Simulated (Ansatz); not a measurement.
Ansatz (an electronic-structure program) input (wB97X-V/def2-TZVP):

Ansatz 0.2 input:
```yaml
crystal:
  periodic: [false, false, false]
  atoms:
    - {symbol: Fe, position_ang: [0.23569583, 0.07624769, -0.34159380]}
    - {symbol: O, position_ang: [-0.82647987, -0.26824326, 1.05437544]}
    - {symbol: H, position_ang: [1.26090699, 0.40951897, -1.56318198]}
    - {symbol: H, position_ang: [-0.77715951, -0.24601291, 2.00961724]}
basis:
  gaussian:
    orbitals: def2-TZVP
hamiltonian:
  xc: {name: wB97X-V}
magnetization: {spin_polarized: true, initial_magnetization: 4}
relax: {f_tol: 0.003, max_steps: 100}
```

Output:

```
Functional definition: wB97X-V
integrals: 0.04 GiB planned
730 factors; their error is unknown
integrals: 0.07 GiB planned
164 factors; integrals over basis functions are off by at most 4.2e-5 eV
mean field: 0.48 GiB planned
mean field evaluation 1: about -36459.1067 eV, gradient 3.5e1 eV
mean field evaluation 2: about -36458.4048 eV, gradient 4.1e1 eV
mean field evaluation 4: about -36462.9594 eV, gradient 1.3e0 eV
mean field evaluation 8: about -36463.0712 eV, gradient 1.5e-1 eV
mean field evaluation 16: about -36463.0715 eV, gradient 1.4e-3 eV
mean field evaluation 32: about -36463.0715 eV, gradient 9.8e-6 eV
mean field evaluation 64: about -36463.0723 eV, gradient 1.6e-9 eV
mean field -36463.07225543 eV, -1339.9931898289 hartree, gradient 1.3e-10 eV, S^2 6.011285; 6 other end points of the search recorded, 0 dependent functions left out
the calculation of the forces begins
reference -36463.07225417 eV, -1339.9931897825 hartree; 20, 16 occupied and 68, 72 virtual orbitals, 730 factors
relax step   1: F+E_penalty+E_count = -36463.07225543 eV  Δ(F+E_penalty+E_count) = +0.000e0 eV  max|allowed force component| = 1.385e-1 eV/Å  Δτ_max = 0.0000 Å  (455 SCF iters, accepted)
these checks for a lower state are left out or cut short: starts, cluster_reference, orbital_swaps, neighbouring_geometries, increment
integrals: 0.04 GiB planned
730 factors; their error is unknown
integrals: 0.07 GiB planned
164 factors; integrals over basis functions are off by at most 4.3e-5 eV
mean field: 0.48 GiB planned
mean field evaluation 96: about -36463.0728 eV, gradient 3.6e-5 eV
mean field -36463.07282835 eV, -1339.9932108834 hartree, gradient 4.5e-6 eV, S^2 6.011292; 0 other end points of the search recorded, 0 dependent functions left out
the calculation of the forces begins
reference -36463.07282707 eV, -1339.9932108365 hartree; 20, 16 occupied and 68, 72 virtual orbitals, 730 factors
relax step   2: F+E_penalty+E_count = -36463.07282835 eV  Δ(F+E_penalty+E_count) = -5.729e-4 eV  max|allowed force component| = 5.072e-2 eV/Å  Δτ_max = 0.0042 Å  (75 SCF iters, accepted)
these checks for a lower state are left out or cut short: starts, cluster_reference, orbital_swaps, neighbouring_geometries, increment
integrals: 0.04 GiB planned
730 factors; their error is unknown
integrals: 0.07 GiB planned
164 factors; integrals over basis functions are off by at most 4.3e-5 eV
mean field: 0.48 GiB planned
mean field -36463.07295758 eV, -1339.9932156327 hartree, gradient 4.5e-6 eV, S^2 6.011289; 0 other end points of the search recorded, 0 dependent functions left out
the calculation of the forces begins
reference -36463.07295631 eV, -1339.9932155858 hartree; 20, 16 occupied and 68, 72 virtual orbitals, 730 factors
relax step   3: F+E_penalty+E_count = -36463.07295758 eV  Δ(F+E_penalty+E_count) = -1.292e-4 eV  max|allowed force component| = 1.107e-2 eV/Å  Δτ_max = 0.0051 Å  (79 SCF iters, accepted)
these checks for a lower state are left out or cut short: starts, cluster_reference, orbital_swaps, neighbouring_geometries, increment
integrals: 0.04 GiB planned
730 factors; their error is unknown
integrals: 0.07 GiB planned
164 factors; integrals over basis functions are off by at most 4.3e-5 eV
mean field: 0.48 GiB planned
mean field evaluation 128: about -36463.0730 eV, gradient 4.0e-6 eV
mean field -36463.07301301 eV, -1339.9932176695 hartree, gradient 4.0e-6 eV, S^2 6.011288; 0 other end points of the search recorded, 0 dependent functions left out
the calculation of the forces begins
reference -36463.07301174 eV, -1339.9932176229 hartree; 20, 16 occupied and 68, 72 virtual orbitals, 730 factors
relax step   4: F+E_penalty+E_count = -36463.07301301 eV  Δ(F+E_penalty+E_count) = -5.543e-5 eV  max|allowed force component| = 7.712e-2 eV/Å  Δτ_max = 0.0057 Å  (81 SCF iters, accepted)
these checks for a lower state are left out or cut short: starts, cluster_reference, orbital_swaps, neighbouring_geometries, increment
integrals: 0.04 GiB planned
730 factors; their error is unknown
integrals: 0.07 GiB planned
164 factors; integrals over basis functions are off by at most 4.3e-5 eV
mean field: 0.48 GiB planned
mean field -36463.07309719 eV, -1339.9932207632 hartree, gradient 3.9e-6 eV, S^2 6.011289; 0 other end points of the search recorded, 0 dependent functions left out
the calculation of the forces begins
reference -36463.07309593 eV, -1339.9932207167 hartree; 20, 16 occupied and 68, 72 virtual orbitals, 730 factors
relax step   5: F+E_penalty+E_count = -36463.07309719 eV  Δ(F+E_penalty+E_count) = -8.418e-5 eV  max|allowed force component| = 3.174e-2 eV/Å  Δτ_max = 0.0056 Å  (79 SCF iters, accepted)
these checks for a lower state are left out or cut short: starts, cluster_reference, orbital_swaps, neighbouring_geometries, increment
integrals: 0.04 GiB planned
730 factors; their error is unknown
integrals: 0.07 GiB planned
164 factors; integrals over basis functions are off by at most 4.3e-5 eV
mean field: 0.48 GiB planned
mean field -36463.07312391 eV, -1339.9932217449 hartree, gradient 3.8e-6 eV, S^2 6.011291; 0 other end points of the search recorded, 0 dependent functions left out
the calculation of the forces begins
reference -36463.07312265 eV, -1339.9932216987 hartree; 20, 16 occupied and 68, 72 virtual orbitals, 730 factors
relax step   6: F+E_penalty+E_count = -36463.07312391 eV  Δ(F+E_penalty+E_count) = -2.672e-5 eV  max|allowed force component| = 5.564e-4 eV/Å  Δτ_max = 0.0038 Å  (78 SCF iters, accepted)
integrals: 0.04 GiB planned
730 factors; their error is unknown
integrals: 0.07 GiB planned
164 factors; integrals over basis functions are off by at most 4.3e-5 eV
mean field: 0.48 GiB planned
mean field evaluation 160: about -36463.0731 eV, gradient 3.8e-6 eV
mean field evaluation 192: about -36463.0721 eV, gradient 4.4e-1 eV
mean field evaluation 224: about -36463.0612 eV, gradient 2.1e0 eV
mean field -36463.07312391 eV, -1339.9932217449 hartree, gradient 3.8e-6 eV, S^2 6.011291; 7 other end points of the search recorded, 0 dependent functions left out
the calculation of the forces begins
reference -36463.07312265 eV, -1339.9932216987 hartree; 20, 16 occupied and 68, 72 virtual orbitals, 730 factors
Total energy: -36463.07312265 eV, -1339.9932216987 hartree
Atom 0 at     0.247439     0.080213    -0.331425 Å, force     0.000371     0.000121    -0.000394 eV/Å
Atom 1 at    -0.814962    -0.264398     1.057138 Å, force     0.000381     0.000130     0.000556 eV/Å
Atom 2 at     1.255664     0.407688    -1.577709 Å, force    -0.000446    -0.000146     0.000384 eV/Å
Atom 3 at    -0.795178    -0.251992     2.011212 Å, force    -0.000306    -0.000105    -0.000546 eV/Å
Dipole moment:     0.018209     0.007711     0.271544 e Å
```

The spin state was set by rule; other spins were not relaxed.
